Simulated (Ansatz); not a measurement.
This Ansatz (a program for electronic structure) input (PBE/jun-cc-pV(T+d)Z) gives -0.49962 Eh with 14 basis functions. A basis named .json is the Basis Set Exchange file of that set (core-valence sets with the plain set on hydrogen).

Ansatz 0.2 input:
```yaml
crystal:
  periodic: [false, false, false]
  atoms:
    - {symbol: H, position_ang: [0.00000000, 0.00000000, 0.00000000]}
basis:
  gaussian:
    orbitals: jun-cc-pV_T+d_Z.json
hamiltonian:
  xc: {name: PBE}
magnetization: {spin_polarized: true, initial_magnetization: 1}
scf: {lower_state_search: full}
```

Change:
```diff
- orbitals: jun-cc-pV_T+d_Z.json
+ orbitals: 6-31+G_.json
```

Task: What does the run give now?

Result: -0.49743 Eh (PBE/6-31+G*, 2 functions), a change of +2.19 mEh.
